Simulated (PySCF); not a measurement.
Two-component Hartree-Fock for Sr⁺ (strontium, charge +1)

Start: [Kr] 5s1; 5s1/2 filled at m_j = +1/2. Calculated with PySCF 2.14 in x2c-SVPall-2c with one added diffuse shell each of s, d type (7s7p7d1f, 70 functions): generalised Hartree-Fock with the X2C-1e Hamiltonian and a Gaussian nucleus; one run each with spin-orbit coupling (SO) switched off, then screened by Boettger's factors. This is a chosen level, not necessarily the ground level.

```json
{"spinor shell": "1s1/2", "electrons": "2", "ε, spin-free (eV)": "-16201.4", "ε, screened SO (eV)": "-16200.8", "weight of nominal j (screened SO)": "1.000", "rms radius, screened SO (bohr)": "0.0451"}
{"spinor shell": "2s1/2", "electrons": "2", "ε, spin-free (eV)": "-2266.7", "ε, screened SO (eV)": "-2266.5", "weight of nominal j (screened SO)": "1.000", "rms radius, screened SO (bohr)": "0.187"}
{"spinor shell": "2p1/2", "electrons": "2", "ε, spin-free (eV)": "-2009.7", "ε, screened SO (eV)": "-2056.9", "weight of nominal j (screened SO)": "1.000", "rms radius, screened SO (bohr)": "0.164"}
{"spinor shell": "2p3/2", "electrons": "4", "ε, spin-free (eV)": "-2009.7", "ε, screened SO (eV)": "-1987.2", "weight of nominal j (screened SO)": "1.000", "rms radius, screened SO (bohr)": "0.167"}
{"spinor shell": "3s1/2", "electrons": "2", "ε, spin-free (eV)": "-385.84", "ε, screened SO (eV)": "-385.80", "weight of nominal j (screened SO)": "1.000", "rms radius, screened SO (bohr)": "0.524"}
{"spinor shell": "3p1/2", "electrons": "2", "ε, spin-free (eV)": "-300.10", "ε, screened SO (eV)": "-307.66", "weight of nominal j (screened SO)": "1.000", "rms radius, screened SO (bohr)": "0.527"}
{"spinor shell": "3p3/2", "electrons": "4", "ε, spin-free (eV)": "-300.10", "ε, screened SO (eV)": "-296.49", "weight of nominal j (screened SO)": "1.000", "rms radius, screened SO (bohr)": "0.538"}
{"spinor shell": "3d3/2", "electrons": "4", "ε, spin-free (eV)": "-158.36", "ε, screened SO (eV)": "-159.49", "weight of nominal j (screened SO)": "1.000", "rms radius, screened SO (bohr)": "0.545"}
{"spinor shell": "3d5/2", "electrons": "6", "ε, spin-free (eV)": "-158.36", "ε, screened SO (eV)": "-157.57", "weight of nominal j (screened SO)": "1.000", "rms radius, screened SO (bohr)": "0.549"}
{"spinor shell": "4s1/2", "electrons": "2", "ε, spin-free (eV)": "-59.209", "ε, screened SO (eV)": "-59.203", "weight of nominal j (screened SO)": "1.000", "rms radius, screened SO (bohr)": "1.46"}
{"spinor shell": "4p1/2", "electrons": "2", "ε, spin-free (eV)": "-36.051", "ε, screened SO (eV)": "-36.879", "weight of nominal j (screened SO)": "0.997", "rms radius, screened SO (bohr)": "1.67"}
{"spinor shell": "4p3/2", "electrons": "4", "ε, spin-free (eV)": "-36.051", "ε, screened SO (eV)": "-35.652", "weight of nominal j (screened SO)": "0.999", "rms radius, screened SO (bohr)": "1.69"}
{"spinor shell": "5s1/2", "electrons": "1", "ε, spin-free (eV)": "-10.445", "ε, screened SO (eV)": "-10.445", "weight of nominal j (screened SO)": "1.000", "rms radius, screened SO (bohr)": "4.36"}
```

```tsv
quantity	spin-free	screened SO
E (hartree)	-3176.73698	-3176.97119
M_J	1/2	1/2
⟨J²⟩	0.750	0.750
⟨L²⟩	0.000	0.005
⟨S²⟩	0.750	0.755
```

Breit and QED terms are absent; they matter most for the inner s and p1/2 levels.

Densities and radii are taken from the X2C orbitals without a picture-change correction, which distorts them close to the nucleus.

Without spin-orbit coupling the j labels of p, d and f shells carry no meaning; the spin-free column gives the mean over the occupied spinors of each nl shell.
